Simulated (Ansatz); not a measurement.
`C[SiH2]C(F)(F)F` + HCl → `FC(F)(F)Cl` + `C[SiH3]` at 500 K and 1 bar (substitution at a C–Si bond).

Computed with Ansatz on PBE0-D4/def2-TZVP structures; ΔE is electronic, products minus reactants. CCSD(T)/CBS is the MP2 limit (def2-TZVPP, def2-QZVPP) plus CCSD(T) − MP2 in def2-TZVPP, frozen cores. This one scheme is used for every species.

```tsv
species	CCSD(T)/CBS energy (Eh)	H − E (kJ/mol)	S (J/(mol·K))
`C[SiH2]C(F)(F)F`	-667.57559	229.3	432.5
HCl	-460.38127	32.5	201.9
`FC(F)(F)Cl`	-797.19793	69.2	324.4
`C[SiH3]`	-330.73916	189.7	296.8
```

H − E and S are ideal-gas, rigid-rotor, harmonic terms from PBE0-D4/def2-TZVP. 1 Eh = 2625.50 kJ/mol, R = 8.31446 J/(mol·K).

Q: By hand: ΔE, ΔH, ΔS and ΔG.

A: ΔE = (-797.19793) + (-330.73916) − (-667.57559) − (-460.38127) = 0.01977 Eh = 51.9 kJ/mol. Δ(H − E) = 69.2 + 189.7 − 229.3 − 32.5 = -2.9, so ΔH = 49.0 kJ/mol. ΔS = 324.4 + 296.8 − 432.5 − 201.9 = -13.2 J/(mol·K). ΔG = 49.0 − 500 × (-13.2)/1000 = 55.6 kJ/mol.

Q: By hand: the equilibrium constant, and the temperature at which ΔG would vanish if ΔH and ΔS stayed fixed.

A: log₁₀ K = −ΔG/(RT ln 10) = -5.8. ΔH and −TΔS have one sign here, so there is no such temperature.

The number of gas molecules stays the same, so ΔS is small and ΔH decides. A doubt of 5 kJ/mol in ΔE shifts log₁₀ K by 0.5 here. Modes under 60 cm⁻¹, often nearly free rotors, make the harmonic entropy too high. These are equilibria of isolated gas molecules and say nothing of rates. Largest T1 diagnostic: 0.012 (customary marks: 0.02 for closed shells, 0.045 for open ones).
